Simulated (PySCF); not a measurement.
## Levels of Zr²⁹⁺ from EOM-EA-GCCSD

Reference: closed-shell Zr³⁰⁺, [Ne]; one electron is added. Calculated with PySCF 2.14, two-component X2C-1e with screened spin-orbit coupling, an even-tempered Gaussian basis (18 s from 2.6 bohr⁻², ratio 2.6; 13 p from 3.4 bohr⁻², ratio 2.6; 6 d from 3.4 bohr⁻², ratio 2.8; 3 f from 87 bohr⁻², ratio 2.8); frozen 1s2; the 56 highest virtual spinors dropped; of the others 44 kept and the rest restored at second order. No Breit or QED terms. Binding energies in eV.

```json
{"level": "3s1/2", "Koopmans": "1581.9"}
{"level": "3p1/2", "Koopmans": "1516.4"}
{"level": "3p3/2", "Koopmans": "1494.7"}
{"level": "3d3/2", "Koopmans": "1407.7"}
{"level": "3d5/2", "Koopmans": "1403.4"}
```

How does correlation move these levels?

3s1/2: second order 1582.6, EOM-CCSD 1582.6; 3p1/2: second order 1517.3, EOM-CCSD 1517.3; 3p3/2: second order 1495.5, EOM-CCSD 1495.5; 3d3/2: second order 1408.3, EOM-CCSD 1408.3; 3d5/2: second order 1404.0, EOM-CCSD 1404.0.

For comparison, the ionisation energy of Zr²⁹⁺ is 1582.37 ± 0.05 eV (semi-empirical (NIST evaluation); NIST Atomic Spectra Database, ionization energies).

Only part of the computed levels is shown.
